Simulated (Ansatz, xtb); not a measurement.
# Two isomers of C5H7OPS

We compare I, `CSC1=PC=C(C)O1`, a singlet, with II, `CSC1=C(C)OC=P1`, a singlet. Both are isolated molecules in the gas phase, relaxed with B3LYP-D3(BJ)/def2-SVP; the shapes shown needn't be the lowest conformers.

I (Å):

```yaml
atoms:
  - { symbol: C, position_ang: [-1.7385, 1.3405, 0.8284] }
  - { symbol: C, position_ang: [0.5798, -0.1365, 0.6250] }
  - { symbol: C, position_ang: [1.8692, 0.0990, -1.2200] }
  - { symbol: C, position_ang: [1.9664, 0.4125, -2.6733] }
  - { symbol: C, position_ang: [2.8252, -0.2003, -0.2959] }
  - { symbol: O, position_ang: [0.6071, 0.1220, -0.7100] }
  - { symbol: P, position_ang: [2.1255, -0.4251, 1.3378] }
  - { symbol: S, position_ang: [-0.9996, -0.2429, 1.3732] }
  - { symbol: H, position_ang: [-1.1830, 2.1916, 1.2476] }
  - { symbol: H, position_ang: [-1.7548, 1.3981, -0.2679] }
  - { symbol: H, position_ang: [-2.7690, 1.3479, 1.2103] }
  - { symbol: H, position_ang: [1.5962, 1.4297, -2.8843] }
  - { symbol: H, position_ang: [1.3616, -0.2890, -3.2711] }
  - { symbol: H, position_ang: [3.0109, 0.3463, -3.0051] }
  - { symbol: H, position_ang: [3.8843, -0.2655, -0.5455] }
```

II (Å):

```
atom    x (Å)    y (Å)    z (Å)
   C  -1.9988  -0.3832  -3.2070
   C  -0.3476  -1.2302  -1.1545
   C  -0.1304  -3.1987   0.2411
   C  -0.3906  -0.9596   0.1900
   C  -0.5441   0.3268   0.9215
   O  -0.2609  -2.0649   0.9672
   P  -0.1292  -2.9993  -1.4571
   S  -0.4097   0.0259  -2.4021
   H  -2.8345  -0.2865  -2.4994
   H  -2.1287   0.3364  -4.0283
   H  -1.9758  -1.4015  -3.6212
   H  -0.0341  -4.0965   0.8525
   H  -1.3512   0.2553   1.6680
   H   0.3819   0.5932   1.4581
   H  -0.7756   1.1262   0.2057
```

Q: Estimate E(II) − E(I) at the level CCSD(T)/def2-SVP + ΔMP2/def2-TZVPP.

A: Not settled: CCSD(T)/def2-SVP + ΔMP2/def2-TZVPP gives E(II) − E(I) = +0.053 eV, but this leans on the basis-set step: CCSD(T) alone gives +0.019 eV.

How the difference moves with the method:

```
                             level               geometry  E(II) − E(I) (eV)  departure from the last row (eV)  job, with rough time for the two
             B3LYP-D3(BJ)/def2-SVP  B3LYP-D3(BJ)/def2-SVP              +0.038                            −0.015             optimisation, 3.2 min
                       HF/def2-SVP  B3LYP-D3(BJ)/def2-SVP              +0.035                            −0.018           part of the CCSD(T) run
                      MP2/def2-SVP  B3LYP-D3(BJ)/def2-SVP              +0.041                            −0.012           part of the CCSD(T) run
                  CCSD(T)/def2-SVP  B3LYP-D3(BJ)/def2-SVP              +0.019                            −0.034                      single point
CCSD(T)/def2-SVP + ΔMP2/def2-TZVPP  B3LYP-D3(BJ)/def2-SVP              +0.053                                               single point, 2.1 min
```

As drawn, both hold the same kinds of bond in the same numbers.

CCSD(T)/def2-SVP finds them nearly level. The largest departure from CCSD(T)/def2-SVP + ΔMP2/def2-TZVPP is that of CCSD(T)/def2-SVP, 0.034 eV. Levels run at GFN2-xTB geometries aren't shown. The last row adds to CCSD(T) the change of the MP2 difference between the two basis sets, here +0.034 eV.

With thermal terms from frequencies at re-optimised GFN2-xTB minima (ideal gas, soft modes damped towards free rotors, one conformer each, 298.15 K, 1 atm): on the last row, ΔE + ΔZPE = +0.051, ΔH = +0.049, ΔG = +0.054 eV.

The correlated steps freeze 16 core orbitals. Codes used: Ansatz 0.2.0, xtb 6.7.1; the last row on 4 threads of Arm Neoverse V1 on a shared host.
